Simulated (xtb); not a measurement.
Species: CH5Si, SMILES `C[SiH2-]` (charge -1, multiplicity 1).

Task: Give a relaxed geometry from GFN2-xTB run with xtb 6.7.1.

Result: the end point of this relaxation (outside a Z-matrix the atoms follow the SMILES, hydrogens last).
Cartesian coordinates (Å) in one orientation:
```xyz
7

C     -0.768     0.033    -0.016
Si     1.035     0.267     0.533
H     -0.888    -0.530    -0.952
H     -1.336    -0.497     0.752
H     -1.253     1.002    -0.161
H      1.551    -1.114     0.517
H      1.660     0.839    -0.673
```
